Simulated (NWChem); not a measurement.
# C₄H₇F; SMILES C1CC(C1)F

```xyz
12

F     -0.1542    -1.8154     0.0000
C      0.3995    -0.5468     0.0000
C     -0.0893     0.4312    -1.0840
C     -0.0447     1.5456     0.0000
C     -0.0893     0.4312     1.0840
H      1.4906    -0.6581     0.0000
H      0.5124     0.5478    -1.9903
H     -1.1199     0.1870    -1.3615
H      0.9103     2.0804     0.0000
H     -0.8551     2.2791     0.0000
H     -1.1199     0.1870     1.3615
H      0.5124     0.5478     1.9903
```
Atoms are numbered in this order, from 1.

Program: NWChem. Medium grid unless said otherwise, to which SCAN and Minnesota functionals are sensitive. Structure relaxed at the B3LYP/6-31G* (spherical d) level. B3LYP is NWChem's, with the RPA form of VWN correlation. Total energies of different functionals are on different scales.

```tsv
level	energy (Ha)	highest occupied level (eV)	orbital gap (eV)	dipole (D)	relative time
PBE/def2-TZVP	-256.2413	-7.16	7.63	1.76	1
B3LYP/def2-TZVP	-256.5583	-8.48	9.41	1.89	1
CAM-B3LYP/def2-TZVP	-256.4389	-10.15	12.18	1.94	10
PBE0/def2-TZVP	-256.2672	-8.67	9.95	1.87	1
r2SCAN/def2-TZVP	-256.4122	-7.46	8.65	1.83	1
```

Times are rough ratios from one shared machine.
